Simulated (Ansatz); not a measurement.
C₄H₇AlO, SMILES `C#CO[CH2][AlH][CH3]`, relaxed with RKS PBE0-D4/def2-TZVP in Ansatz from a PBE-D4/def2-SVP geometry. The force threshold is 0.005 eV/Å; the program also tests the step.

Total charge 0; spin multiplicity 1.

Start:

```xyz
13

C    -1.913   -0.689   -0.158
C    -1.654    0.295   -0.870
O    -1.144    1.258   -1.542
C     0.361    1.024   -1.422
Al    0.462   -0.606   -0.141
C     0.921   -0.221    1.736
H    -2.414   -1.494    0.365
H     0.710    0.881   -2.464
H     0.762    1.988   -1.047
H     0.818   -2.014   -0.831
H     0.435    0.706    2.108
H     0.637   -1.048    2.420
H     2.019   -0.081    1.847
```

```json
{"step": "1", "energy (eV)": "-12895.5592", "largest force (eV/Å)": "1.304", "largest move (Å)": "0.000"}
{"step": "2", "energy (eV)": "-12895.6251", "largest force (eV/Å)": "0.183", "largest move (Å)": "0.032"}
{"step": "3", "energy (eV)": "-12895.6272", "largest force (eV/Å)": "0.202", "largest move (Å)": "0.032"}
{"step": "4", "energy (eV)": "-12895.6274", "largest force (eV/Å)": "0.183", "largest move (Å)": "0.022"}
{"step": "5", "energy (eV)": "-12895.6297", "largest force (eV/Å)": "0.079", "largest move (Å)": "0.026"}
{"step": "6", "energy (eV)": "-12895.6302", "largest force (eV/Å)": "0.058", "largest move (Å)": "0.008"}
{"step": "7", "energy (eV)": "-12895.6305", "largest force (eV/Å)": "0.102", "largest move (Å)": "0.023"}
{"step": "8", "energy (eV)": "-12895.6309", "largest force (eV/Å)": "0.023", "largest move (Å)": "0.011"}
{"step": "9", "energy (eV)": "-12895.6309", "largest force (eV/Å)": "0.021", "largest move (Å)": "0.007"}
{"step": "10", "energy (eV)": "-12895.6310", "largest force (eV/Å)": "0.007", "largest move (Å)": "0.007"}
{"step": "11", "energy (eV)": "-12895.6310", "largest force (eV/Å)": "0.003", "largest move (Å)": "0.002"}
```

End:

```xyz
13

C    -1.917   -0.671   -0.158
C    -1.636    0.280   -0.862
O    -1.136    1.224   -1.549
C     0.359    1.020   -1.414
Al    0.472   -0.591   -0.148
C     0.915   -0.223    1.722
H    -2.385   -1.456    0.389
H     0.714    0.880   -2.436
H     0.733    1.973   -1.038
H     0.826   -1.989   -0.823
H     0.437    0.690    2.090
H     0.621   -1.043    2.384
H     1.997   -0.095    1.842
```

Run time 60 s (4 threads of an Arm Neoverse V1 on a shared host); peak host memory 0.7 GiB.
